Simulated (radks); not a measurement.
Values are calculated unless marked as measured or tabulated.
Orbital eigenvalues (eV) of neutral praseodymium, [Xe] 4f3 6s2, at several levels of relativity; Dirac values are averaged over j with weights 2j + 1. Spin-unpolarised spherical Kohn-Sham, LDA (Slater exchange, Perdew-Wang correlation), point nucleus unless stated (finite: rms radius 4.8919 fm), a radial shooting solver on a logarithmic mesh with Libxc functionals. A level marked "c x" has the speed of light scaled by that factor and shares open shells by 2j + 1; other Dirac levels either fill j = l - 1/2 first or share by 2j + 1.

| shell | non-rel. | Dirac, 2j+1 shares | Dirac, low j first | Dirac, c x 3 | change of magnitude, last against first (%) |
|---|---|---|---|---|---|
| 3s | -1331.3 | -1447.7 | -1447.4 | -1343.0 | +0.88 |
| 3p | -1188.9 | -1228.2 | -1227.9 | -1193.0 | +0.34 |
| 3d | -922.84 | -911.06 | -910.80 | -921.60 | -0.13 |
| 4s | -260.61 | -287.32 | -287.14 | -263.26 | +1.02 |
| 4p | -207.16 | -215.21 | -215.04 | -207.96 | +0.39 |
| 4d | -113.04 | -110.23 | -110.07 | -112.72 | -0.28 |
| 5s | -35.264 | -39.083 | -39.027 | -35.625 | +1.02 |
| 5p | -21.168 | -21.623 | -21.581 | -21.199 | +0.15 |
| 4f | -4.2162 | -1.4326 | -1.3243 | -3.8846 | -7.87 |
| 6s | -3.3885 | -3.5906 | -3.5850 | -3.4057 | +0.51 |
| 5d (empty) | -2.6918 | -2.1557 | -2.1423 | -2.6270 | -2.40 |
| 6p (empty) | -1.3967 | -1.2966 | -1.2945 | -1.3851 | -0.83 |
